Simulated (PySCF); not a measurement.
Compound: C₅H₆F₂.
Z-matrix (Å and degrees, PBE0-D3(BJ)/def2-SVP geometry), rows numbered from 1:
```
F 
C   1  1.3696
C   2  1.5180  1  109.52
C   3  1.4719  2  112.22  1   176.97
C   4  1.2901  3  156.13  2   122.18
F   5  1.3070  4  148.59  3     1.50
C   5  1.4662  4   68.03  3   179.39
H   2  1.1034  1  108.93  3  -121.22
H   2  1.1035  1  108.88  3   120.96
H   3  1.1039  2  108.07  1    55.92
H   3  1.1009  2  109.45  1   -60.54
H   7  1.1037  4  119.15  5   106.93
H   7  1.1034  4  119.60  5  -106.69
```

The calculation used PBE0-D3(BJ)/def2-SVP geometry optimisation, gas phase (PySCF 2.14.0).

Masses are those of the commonest isotopes; rigid-rotor values at the optimised geometry. The values belong to one conformer with, in the numbering `[F:1][CH2:2][CH2:3][C:4]1=[C:5]([F:6])[CH2:7]1`, F1–C2–C3–C4 177°, C2–C3–C4–C5 122°.

Q: What are A, B and C (GHz)?

A: Ia = 65.00, Ib = 474.21, Ic = 509.85 u·Å²; 505379 MHz·u·Å²/I gives 7775, 1066 and 991.2 MHz, that is A = 7.7751, B = 1.0657, C = 0.9912 GHz.

Q: Classify the top.

A: A near-prolate asymmetric top; Ray's κ = -0.978.

Q: What does the inertial defect say?

A: Not planar: Δ = Ic − Ia − Ib = -29.35 u·Å². For a rigid frame Δ = −2 Σ m c², so Σ m c² = 14.68 u·Å² lies off the ab plane: 6.84 from hydrogen and 7.83 from heavier atoms. The atom farthest from that plane is 1.56 Å away.

Q: Give the coordinates in the principal-axis frame, origin at the centre of mass.

A: The sense of each axis is arbitrary; atoms in the order of the calculation.
```json
{"atom": "F1", "mass (u)": "18.998", "a (Å)": "-3.144", "b (Å)": "0.238", "c (Å)": "-0.058"}
{"atom": "C2", "mass (u)": "12.000", "a (Å)": "-1.890", "b (Å)": "-0.158", "c (Å)": "-0.443"}
{"atom": "C3", "mass (u)": "12.000", "a (Å)": "-0.871", "b (Å)": "0.332", "c (Å)": "0.570"}
{"atom": "C4", "mass (u)": "12.000", "a (Å)": "0.493", "b (Å)": "-0.123", "c (Å)": "0.251"}
{"atom": "C5", "mass (u)": "12.000", "a (Å)": "1.747", "b (Å)": "0.010", "c (Å)": "-0.021"}
{"atom": "F6", "mass (u)": "18.998", "a (Å)": "2.773", "b (Å)": "0.800", "c (Å)": "-0.199"}
{"atom": "C7", "mass (u)": "12.000", "a (Å)": "1.342", "b (Å)": "-1.399", "c (Å)": "0.030"}
{"atom": "H8", "mass (u)": "1.008", "a (Å)": "-1.676", "b (Å)": "0.254", "c (Å)": "-1.443"}
{"atom": "H9", "mass (u)": "1.008", "a (Å)": "-1.869", "b (Å)": "-1.259", "c (Å)": "-0.511"}
{"atom": "H10", "mass (u)": "1.008", "a (Å)": "-1.166", "b (Å)": "-0.047", "c (Å)": "1.564"}
{"atom": "H11", "mass (u)": "1.008", "a (Å)": "-0.901", "b (Å)": "1.431", "c (Å)": "0.617"}
{"atom": "H12", "mass (u)": "1.008", "a (Å)": "1.608", "b (Å)": "-2.025", "c (Å)": "0.899"}
{"atom": "H13", "mass (u)": "1.008", "a (Å)": "1.221", "b (Å)": "-1.980", "c (Å)": "-0.900"}
```

Q: Where do the levels up to J = 3 lie, in MHz?

A: Above 0(0,0):
J = 1: 1(0,1) 2057, 1(1,1) 8766, 1(1,0) 8841
J = 2: 2(0,2) 6170, 2(1,2) 12806, 2(1,1) 13029, 2(2,1) 33157, 2(2,0) 33158
J = 3: 3(0,3) 12339, 3(1,3) 18864, 3(1,2) 19312, 3(2,2) 39328, 3(2,1) 39331, 3(3,1) 73062, 3(3,0) 73062

Q: Predict some low-J microwave lines.

A: The dipole components are |μa| = 0.29 D, |μb| = 0.62 D, |μc| = 0.07 D. The squared components, which scale the intensities, stand as 0.23 : 1.00 : 0.01 (a : b : c). Some of the stronger lines:

```csv
type,branch,"J(Ka,Kc)",MHz,lower level (cm⁻¹)
a,R,"2(1,1) ← 1(1,0)",4188,0.295
a,R,"3(2,2) ← 2(2,1)",6171,1.106
b,Q,"3(1,2) ← 3(0,3)",6973,0.412
a,R,"4(2,3) ← 3(2,2)",8227,1.312
a,R,"5(1,5) ← 4(1,4)",10096,0.899
a,R,"5(0,5) ← 4(0,4)",10272,0.686
a,R,"5(3,2) ← 4(3,1)",10287,2.712
b,R,"3(1,3) ← 2(0,2)",12694,0.206
b,R,"5(1,5) ← 4(0,4)",16478,0.686
b,Q,"4(2,2) ← 4(1,3)",19878,0.924
b,Q,"2(2,0) ← 2(1,1)",20129,0.435
b,Q,"2(2,1) ← 2(1,2)",20352,0.427
b,R,"4(2,3) ← 3(1,2)",28244,0.644
b,R,"4(2,2) ← 3(1,3)",28700,0.629
b,Q,"5(3,2) ← 5(2,3)",33717,1.930
b,Q,"5(3,3) ← 5(2,4)",33739,1.929
b,R,"3(3,0) ← 2(2,1)",39904,1.106
b,R,"4(3,2) ← 3(2,1)",41959,1.312
b,R,"5(3,3) ← 4(2,2)",44013,1.587
b,Q,"5(4,1) ← 5(3,2)",47224,3.055
b,Q,"5(4,2) ← 5(3,3)",47224,3.055
b,Q,"4(4,0) ← 4(3,1)",47225,2.712
b,R,"4(4,1) ← 3(3,0)",55454,2.437
b,Q,"5(5,1) ← 5(4,2)",60718,4.630
```

Q: Estimate the classical rotational partition function at 100 K, 298.15 K and 500 K.

A: Point group C1, symmetry number σ = 1; q = (√π/σ)·√((kT/h)³/(ABC)), k/h = 20836.6 MHz/K: 58800 at 100 K, 303000 at 298.15 K, 658000 at 500 K.

Whether it is a minimum is left open (no frequencies). These are rigid-rotor constants of the computed structure; measured ground-state constants (B0) also hold zero-point vibration.
